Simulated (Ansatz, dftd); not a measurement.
Reaction: BHSCl2 (dichloroborinothioic acid, SMILES SB(Cl)Cl) → BHSCl (SMILES S[B]Cl, doublet) + Cl (doublet) (the B-Cl bond breaks)
Each species at its own B3LYP-D3(BJ)/def2-TZVP minimum (Ansatz, an electronic-structure program), one conformer.

Wanted: bond dissociation energy (electronic), in kJ/mol. Radicals and triplets start from unrestricted determinants; spin-orbit coupling is neglected. CBS(X,Y): correlation extrapolated as X^-3, Hartree-Fock from the larger set. A bracket is a step between two methods taken in the basis named. Functionals run without relativity, which enters their misses. Double hybrids freeze cores in their MP2 part. 'core' is core correlation in cc-pwCVTZ (1s frozen past Ne), 'X2C' scalar relativity in cc-pVTZ-DK, both at CCSD(T).

Compared with CCSD(T)/CBS(cc-pV(T+d)Z,cc-pV(Q+d)Z) + [CCSDT(Q) - CCSD(T)]/cc-pV(D+d)Z + core + X2C (Ansatz).

### Question
Rank these levels by how close they come to it, closest first: r2SCAN-D4/def2-TZVPD (Ansatz + dftd4); r2SCAN/def2-TZVPD (Ansatz); B2GP-PLYP-D3(BJ)/def2-TZVPD (Ansatz + dftd3).

### Answer
B2GP-PLYP-D3(BJ)/def2-TZVPD (492.3 kJ/mol, difference -8.5), r2SCAN-D4/def2-TZVPD (484.9 kJ/mol, difference -15.9), r2SCAN/def2-TZVPD (483.4 kJ/mol, difference -17.4)
